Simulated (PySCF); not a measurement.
tetrasilane (H$_{10}$Si$_{4}$), singlet, at a GFN2-xTB geometry; DF-SVWN5/6-311++G** run with PySCF.

PySCF was given this input:
```python
from pyscf import gto, scf, dft

mol = gto.M(
    atom='''
Si    2.125832   -0.979920    0.952138
Si    1.089819    0.983751    0.304269
Si   -0.750450    0.703644   -1.090761
Si   -2.444427   -0.604187   -0.213788
H     3.284636   -0.803592    1.829553
H     1.193102   -1.852029    1.671989
H     2.600018   -1.744884   -0.204505
H     2.078802    1.892367   -0.299304
H     0.657360    1.723128    1.503663
H    -0.288131    0.112737   -2.359357
H    -1.295249    2.003580   -1.516592
H    -2.960346   -0.046722    1.039570
H    -3.603095   -0.779838   -1.091518
H    -1.957921   -1.950769    0.100489
''',
    basis='6-311++g**',
    charge=0,
    spin=0,
    verbose=4,
)

mf = dft.RKS(mol)
mf.xc = 'lda,vwn'
mf = mf.density_fit(auxbasis='def2-universal-jkfit')
mf.kernel()
```

It wrote (shortened):

```
PySCF version 2.14.0

[INPUT] verbose = 4
[INPUT] num. atoms = 14
[INPUT] num. electrons = 66
[INPUT] charge = 0
[INPUT] spin (= nelec alpha-beta = 2S) = 0
[INPUT] symmetry False subgroup None
[INPUT] Mole.unit = angstrom
[INPUT] Symbol           X                Y                Z      unit          X                Y                Z       unit  Magmom
[INPUT]  1 Si     2.125832000000  -0.979920000000   0.952138000000 AA    4.017240266836  -1.851780423984   1.799280052791 Bohr   0.0
[INPUT]  2 Si     1.089819000000   0.983751000000   0.304269000000 AA    2.059459435347   1.859019964767   0.574985078195 Bohr   0.0
[INPUT]  3 Si    -0.750450000000   0.703644000000  -1.090761000000 AA   -1.418144970180   1.329694449193  -2.061239557357 Bohr   0.0
[INPUT]  4 Si    -2.444427000000  -0.604187000000  -0.213788000000 AA   -4.619297561492  -1.141747958023  -0.404000768719 Bohr   0.0
[INPUT]  5 H      3.284636000000  -0.803592000000   1.829553000000 AA    6.207062458887  -1.518568795891   3.457354100376 Bohr   0.0
[INPUT]  6 H      1.193102000000  -1.852029000000   1.671989000000 AA    2.254636018671  -3.499827584752   3.159601293285 Bohr   0.0
[INPUT]  7 H      2.600018000000  -1.744884000000  -0.204505000000 AA    4.913321938939  -3.297352879136  -0.386458441104 Bohr   0.0
[INPUT]  8 H      2.078802000000   1.892367000000  -0.299304000000 AA    3.928366447198   3.576055357165  -0.565602587987 Bohr   0.0
[INPUT]  9 H      0.657360000000   1.723128000000   1.503663000000 AA    1.242230365244   3.256239997570   2.841511253642 Bohr   0.0
[INPUT] 10 H     -0.288131000000   0.112737000000  -2.359357000000 AA   -0.544488677997   0.213042054105  -4.458538560075 Bohr   0.0
[INPUT] 11 H     -1.295249000000   2.003580000000  -1.516592000000 AA   -2.447665873117   3.786217468656  -2.865943522706 Bohr   0.0
[INPUT] 12 H     -2.960346000000  -0.046722000000   1.039570000000 AA   -5.594243173952  -0.088291783992   1.964502587314 Bohr   0.0
[INPUT] 13 H     -3.603095000000  -0.779838000000  -1.091518000000 AA   -6.808862750790  -1.473680241529  -2.062670080033 Bohr   0.0
[INPUT] 14 H     -1.957921000000  -1.950769000000   0.100489000000 AA   -3.699934463535  -3.686419142292   0.189896688531 Bohr   0.0

nuclear repulsion = 323.711686628067
number of shells = 106
number of NR pGTOs = 286
number of NR cGTOs = 190
basis = 6-311++g**
ecp = {}

******** <class 'pyscf.df.df_jk.DFRKS'> ********
method = DFRKS
initial guess = minao
damping factor = 0
level_shift factor = 0
DIIS = <class 'pyscf.scf.diis.CDIIS'>
diis_start_cycle = 1
diis_space = 8
diis_damp = 0
SCF conv_tol = 1e-09
SCF conv_tol_grad = None
SCF max_cycles = 50
direct_scf = False
XC library pyscf.dft.libxc version 7.1.2
    S. Lehtola, C. Steigemann, M. J. T. Oliveira, and M. A. L. Marques,  SoftwareX 7, 1–5 (2018)
XC functionals = lda,vwn
    P. A. M. Dirac,  Math. Proc. Cambridge Philos. Soc. 26, 376 (1930)
    F. Bloch,  Z. Phys. 57, 545 (1929)
    S. H. Vosko, L. Wilk, and M. Nusair,  Can. J. Phys. 58, 1200 (1980)
radial grids:
    Treutler-Ahlrichs [JCP 102, 346 (1995); DOI:10.1063/1.469408] (M4) radial grids

becke partition: Becke, JCP 88, 2547 (1988); DOI:10.1063/1.454033
pruning grids: <function nwchem_prune>
grids dens level: 3
symmetrized grids: False
atomic radii adjust function: <function treutler_atomic_radii_adjust>
small_rho_cutoff = 0
Set gradient conv threshold to 3.16228e-05
Initial guess from minao.
tot grids = 174800
init E= -1158.97214825021
  HOMO = -0.29936177719092  LUMO = -0.0766623160905827  gap/eV = 6.05996
cycle= 1 E= -1159.2649698261  delta_E= -0.293  |g|= 0.355  |ddm|= 2.94
  HOMO = -0.253447505860936  LUMO = -0.0418063513287528  gap/eV = 5.75905
cycle= 2 E= -1159.2760936596  delta_E= -0.0111  |g|= 0.134  |ddm|= 0.453
  HOMO = -0.266601987277398  LUMO = -0.0519523541282857  gap/eV = 5.84091
cycle= 3 E= -1159.27891496739  delta_E= -0.00282  |g|= 0.0239  |ddm|= 0.197
  HOMO = -0.268174924147378  LUMO = -0.0530665552051099  gap/eV = 5.85340
cycle= 4 E= -1159.2790464861  delta_E= -0.000132  |g|= 0.0148  |ddm|= 0.0806
  HOMO = -0.266681381116147  LUMO = -0.0521000230973952  gap/eV = 5.83906
cycle= 5 E= -1159.2791192431  delta_E= -7.28e-05  |g|= 0.00313  |ddm|= 0.0315
  HOMO = -0.267070354657832  LUMO = -0.052326326907286  gap/eV = 5.84348
cycle= 6 E= -1159.27912221992  delta_E= -2.98e-06  |g|= 0.000251  |ddm|= 0.00528
  HOMO = -0.267017062109318  LUMO = -0.0522854711905143  gap/eV = 5.84314
cycle= 7 E= -1159.27912224301  delta_E= -2.31e-08  |g|= 5.1e-05  |ddm|= 0.000699
  HOMO = -0.267019843824547  LUMO = -0.0522878742739226  gap/eV = 5.84315
cycle= 8 E= -1159.27912224408  delta_E= -1.07e-09  |g|= 7.9e-06  |ddm|= 0.000128
  HOMO = -0.26701930943525  LUMO = -0.0522873810783744  gap/eV = 5.84315
cycle= 9 E= -1159.27912224411  delta_E= -3.18e-11  |g|= 1.89e-06  |ddm|= 2.27e-05
  HOMO = -0.267019236248949  LUMO = -0.0522874033282312  gap/eV = 5.84315
Extra cycle  E= -1159.27912224411  delta_E= 3.64e-12  |g|= 1.96e-06  |ddm|= 8.8e-06
converged SCF energy = -1159.27912224411
```
